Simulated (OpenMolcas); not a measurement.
# Sn I: the spin-orbit constant, worked from levels

```json
{
 "Program": "OpenMolcas 26.06",
 "Basis": "ANO-RCC-VQZP [8s7p5d3f2g]",
 "Scalar Hamiltonian": "DKH2, point nucleus",
 "Active space": "4 electrons in 4 orbitals (5s 5p)",
 "State averaging": "2S+1 = 3 even, 3 roots; 2S+1 = 1 even, 6 roots; 2S+1 = 5 odd, 1 root; 2S+1 = 3 odd, 5 roots",
 "Spin-orbit coupling": "RASSI with atomic mean-field integrals over the reference wave functions, term energies averaged over their components"
}
```

Methods: CASSCF; SS-CASPT2, IPEA 0.25 Eh, imaginary shift 0.1 Eh (closed shells correlated: 4d). Measured levels: NIST Handbook of Basic Atomic Spectroscopic Data.

**The spin-orbit constant.** For the Hund term ³P of p2, E(J) = (A/2) J(J+1) + constant and ζ = 2S·A = 2A. From J = 0 to J = 2 the energy changes by 3 A.

| Source | E(2) - E(0) | A | ζ |
| --- | --- | --- | --- |
| CASSCF | 3183.8 | 1061.3 | 2123 |
| SS-CASPT2 | 3042.9 | 1014.3 | 2029 |
| measured | 3427.7 | 1142.6 | 2285 |

All in cm-1. SS-CASPT2 is off by -11.2 % and CASSCF by -7.1 %. Both methods take the spin-orbit matrix elements from the reference wave functions, so the second can move ζ only through the term energies and any multistate remixing. Second-order mixing with other terms is absorbed into this ζ.

Over all roots computed the reference weight is 0.84 to 0.93 in SS-CASPT2; the roots of lowest weight are the least certain, and an intruder state may touch them. Computed and measured levels are paired by configuration, term and J; levels that our copy of the source lacks, or whose pairing is in doubt (as where it misses far off the trend of its configuration), stay unpaired and out of the deviations. Only configurations of the active space appear.
